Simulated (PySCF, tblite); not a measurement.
Isomers of C4H11NP2, one GFN2-xTB conformer each. Single-point energies are computed at PBE0/pcSseg-1 (PySCF, gas phase, no added dispersion term), electronic only.

Question: Rank them by PBE0/pcSseg-1 energy, lowest first (kcal/mol).
A. `[CH2:1]=[CH:2][CH2:3][P@@:4]([CH3:5])(=[NH:6])[PH2:7]` with C1–C2–C3–P4 -106°, C2–C3–P4–C5 65°, C3–P4–P7–H 180° and 87°
B. `[NH2:1][P:2]1[CH2:3][CH2:4][PH:5][CH2:6][CH2:7]1` with H–N1–P2–C3 72° and -170°, N1–P2–C3–C4 162°, P2–C3–C4–P5 -74°, C3–C4–P5–C6 65°, C4–P5–C6–C7 -65°

Answer: B (0.0), A (29.6).

As drawn, the higher has a C=C bond outside aromatic rings, which the lower lacks. GFN2-xTB itself gives, in the same order: 0.0, 25.2. Both levels put the same isomer lowest.

Q: Which frontier levels, dipoles and rotational constants go with these structures?

A: 
| SMILES | HOMO (eV, PBE0/pcSseg-1) | LUMO (eV) | dipole (D) | A, B, C (MHz) |
| --- | --- | --- | --- | --- |
| NP1CCPCC1 | -5.94 | 0.65 | 1.52 | 3249, 1328, 1071 |
| C=CC[P@@](C)(=N)P | -6.21 | -0.36 | 2.63 | 2145, 1360, 1092 |

Q: What happens when harmonic zero-point energies from GFN2-xTB frequencies are added?

A: 
```tsv
SMILES	ZPE (kcal/mol)	electronic (kcal/mol)	with ZPE (kcal/mol)
NP1CCPCC1	91.1	0.0	0.0
C=CC[P@@](C)(=N)P	86.4	29.6	25.0
```

The zero-point energies span 4.7 kcal/mol. The order is unchanged.
